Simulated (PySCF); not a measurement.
CH6O2Si2, SMILES [SiH2]1CO[Si@@H]1O.

Geometry: ωB97X-D3(BJ)/def2-SVP. The structure was generated by enumeration; whether it is a known compound was not checked. One conformer was computed; it need not be the lowest.

Method: TDA-PBE0/def2-SVPD (PySCF).

Vertical excitations. Isolated molecule, no solvent.

**Question.** List the lowest excited states. (An estimate is asked for; the answer gives what the named calculation found.)

**Answer.** 
```json
[
 {"state": "S1", "energy (eV)": "6.03", "λ (nm)": "206", "f": "0.031", "main pairs": "HOMO→LUMO 94 %"},
 {"state": "S2", "energy (eV)": "6.31", "λ (nm)": "197", "f": "0.029", "main pairs": "HOMO→LUMO+1 58 %, HOMO→LUMO+2 24 %"},
 {"state": "S3", "energy (eV)": "6.47", "λ (nm)": "192", "f": "0.012", "main pairs": "HOMO−1→LUMO 88 %"},
 {"state": "S4", "energy (eV)": "6.63", "λ (nm)": "187", "f": "0.151", "main pairs": "HOMO→LUMO+2 64 %, HOMO→LUMO+1 20 %"},
 {"state": "S5", "energy (eV)": "6.83", "λ (nm)": "182", "f": "0.035", "main pairs": "HOMO−2→LUMO 80 %"},
 {"state": "S6", "energy (eV)": "6.88", "λ (nm)": "180", "f": "0.048", "main pairs": "HOMO−1→LUMO+1 70 %, HOMO→LUMO+1 11 %"},
 {"state": "S7", "energy (eV)": "6.97", "λ (nm)": "178", "f": "0.011", "main pairs": "HOMO→LUMO+3 79 %, HOMO−2→LUMO+1 14 %"},
 {"state": "S8", "energy (eV)": "7.03", "λ (nm)": "176", "f": "0.015", "main pairs": "HOMO−1→LUMO+2 87 %"},
 {"state": "S9", "energy (eV)": "7.08", "λ (nm)": "175", "f": "0.018", "main pairs": "HOMO−2→LUMO+1 70 %"},
 {"state": "S10", "energy (eV)": "7.32", "λ (nm)": "169", "f": "0.051", "main pairs": "HOMO−2→LUMO+2 77 %"},
 {"state": "T1", "energy (eV)": "5.12", "λ (nm)": "242", "f": "0", "main pairs": "HOMO→LUMO 90 %"},
 {"state": "T2", "energy (eV)": "5.51", "λ (nm)": "225", "f": "0", "main pairs": "HOMO→LUMO+1 88 %"},
 {"state": "T3", "energy (eV)": "5.84", "λ (nm)": "212", "f": "0", "main pairs": "HOMO→LUMO+2 94 %"},
 {"state": "T4", "energy (eV)": "6.15", "λ (nm)": "202", "f": "0", "main pairs": "HOMO−1→LUMO 93 %"}
]
```
Triplets are in the Tamm–Dancoff approximation.
